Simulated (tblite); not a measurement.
C₈H₁₀O₂.
Bonds: C1–C2, C2–C3 (double), C3–C4, C4–C5, C5–C6 (double), C6–C7, C7–O8 (double), C7–O9, C6–C10, C2–C10. Hydrogens: H11, H12, H13 on C1; H14 on C3; H15, H16 on C4; H17 on C5; H18 on O9; H19, H20 on C10.

The geometry is computed with GFN2-xTB (gas phase).

Question: List the bond lengths, angles and torsions at this level.

Answer: 
```
                  bond  length (pm)
                 C1–C2        149.8
                 C2=C3        132.4
                 C3–C4        149.7
                 C4–C5        148.6
                 C5=C6        133.3
                 C6–C7        147.4
                 C7=O8        120.8
                 C7–O9        134.6
                C6–C10        149.9
                C2–C10        150.3
C1–H11, C1–H12, C1–H13        108.9
                C3–H14        108.2
        C4–H15, C4–H16        109.7
                C5–H17        108.2
                O9–H18         97.0
      C10–H19, C10–H20        109.6
```

Bonds in one row agree within 1 pm and their mean is given. A selection of angles:
```
    angle  degrees
 C1–C2–C3    122.6
C1–C2–C10    114.7
C3–C2–C10    122.7
 C2–C3–C4    124.4
 C3–C4–C5    112.7
 C4–C5–C6    123.7
 C5–C6–C7    118.7
C5–C6–C10    123.4
C7–C6–C10    117.9
 C6–C7–O8    125.4
 C6–C7–O9    113.1
 O8–C7–O9    121.5
C2–C10–C6    113.1
H18–O9–C7    109.4
```

Torsions: C1–C2–C3–C4 180° (antiperiplanar); C2–C3–C4–C5 0° (synperiplanar); C3–C4–C5–C6 0° (synperiplanar); C4–C5–C6–C7 180° (antiperiplanar); C5–C6–C7–O8 0° (synperiplanar); C5–C6–C10–C2 0° (synperiplanar); C1–C2–C10–C6 180° (antiperiplanar); H18–O9–C7–C6 180° (antiperiplanar).

The 8 C–C bonds span 1.324 Å (C2=C3, drawn double) to 1.503 Å (C2–C10, drawn single), a spread of 0.179 Å. Of the pairs four or more bonds apart, O8···H17 is among the closest relative to their van der Waals radii: 2.49 Å, 92 % of the sum of Bondi's values. The C–O distances run from 1.208 Å (C7=O8, drawn double) to 1.346 Å (C7–O9, drawn single), a spread of 0.138 Å. The 10 heavy atoms lie in one plane (0.001 Å rms). The 6-membered ring C2–C3–C4–C5–C6–C10 has internal angles of 112.7° to 124.4° (sum 720°, against 720° for a flat polygon); it is planar, 0.00 Å rms from its mean plane, widest ring torsion 0°.

Point group: Cs (every atom within 0.08 Å of its image). Its GFN2-xTB frequencies are all real (lowest 29 cm⁻¹). One conformer, not necessarily the lowest (C5–C6–C7–O8 0°, C6–C7–O9–H 180°). 2 starts were optimised and ended at 0.00 and 0.27 kcal/mol (GFN2-xTB); the lowest of these is shown.
